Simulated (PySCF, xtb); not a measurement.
C3H9GeN, SMILES N1[CH2][GeH]([CH2]1)[CH3].

GFN2-xTB in xtb at its own geometry gives an orbital gap of 5.08 eV and a dipole moment of 2.06 D.

The structure is a stationary point at PBE0-D3(BJ)/def2-SVP. The structure was generated by enumeration, and PubChem lists no compound with its InChIKey, so it may never have been made.

Task: What does HF/def2-TZVP run with PySCF give? (The exact figures need the calculation; the answer reports its results.)

Result: gap 13.35 eV (levels -9.76 and 3.59 eV), dipole 1.57 D.
